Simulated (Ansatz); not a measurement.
```
atom   x (Å)   y (Å)    z (Å)
  Be  0.0000  0.0000  -0.2934
   H  0.0000  0.0000   1.1738
```

Basis set: 6-31G* (spherical functions). All electrons are correlated. Charge 0, multiplicity 2.

Computed with Ansatz (development build ahead of 0.2.0); each method stands on the lowest determinant of its kind that the runs found.

(1) Give the atomization energy at this shape (free ground-state atoms in the same class of orbitals less the molecule, no zero-point energy) of doublet BeH by UHF-MP2, UHF.

Results:

(1)

| method | atomization energy |
| --- | --- |
| UHF-MP2 | 48.63 kcal/mol |
| UHF | 48.98 kcal/mol |

Caution for UHF: a free atom is spin contaminated.
